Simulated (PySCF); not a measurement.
AlCl2HSe. Atoms are numbered in the order given.

```xyz
5

Al    -0.0002     0.5447     0.0000
Cl     1.8195     1.5823     0.0000
Cl    -1.8020     1.6172     0.0000
Se     0.0338    -1.7547     0.0000
H     -1.4421    -1.8144     0.0000
```
Charge 0, spin multiplicity 1.

Geometry optimised at B3LYP-D3(BJ)/def2-SVP. The structure was generated by enumeration; whether it is a known compound was not checked. The values are those of a single conformer.

Computed with PySCF with TDA-PBE/def2-SVPD.

Vertical excitations.  State labels are in the subgroup Cs.

Computed lowest excited states:
| state | symmetry | energy (eV) | λ (nm) | f | main pairs |
|---|---|---|---|---|---|
| S1 | A" | 4.63 | 268 | 0.025 | HOMO→LUMO 99 % |
| S2 | A' | 5.22 | 237 | 0.041 | HOMO→LUMO+1 83 %, HOMO−1→LUMO 13 % |
| S3 | A" | 5.55 | 224 | 0.008 | HOMO→LUMO+2 99 % |
| S4 | A' | 5.99 | 207 | 0.013 | HOMO−2→LUMO 81 %, HOMO−1→LUMO 17 % |
| S5 | A" | 6.14 | 202 | 0.001 | HOMO−1→LUMO+1 92 % |
| S6 | A" | 6.18 | 201 | 0.000 | HOMO−3→LUMO 99 % |
| S7 | A" | 6.22 | 199 | 0.000 | HOMO−2→LUMO+1 93 % |
| S8 | A' | 6.30 | 197 | 0.282 | HOMO−1→LUMO 55 %, HOMO−2→LUMO 15 %, HOMO−5→LUMO 13 % |
| S9 | A" | 6.69 | 185 | 0.044 | HOMO−4→LUMO 92 % |
| S10 | A' | 6.70 | 185 | 0.029 | HOMO−3→LUMO+1 68 %, HOMO−2→LUMO+2 25 % |
| T1 | A" | 4.31 | 288 | 0 | HOMO→LUMO 98 % |
| T2 | A' | 4.47 | 277 | 0 | HOMO→LUMO+1 98 % |
| T3 | A" | 5.11 | 242 | 0 | HOMO→LUMO+2 99 % |
| T4 | A' | 5.53 | 224 | 0 | HOMO−1→LUMO 95 % |
Triplets are in the Tamm–Dancoff approximation.
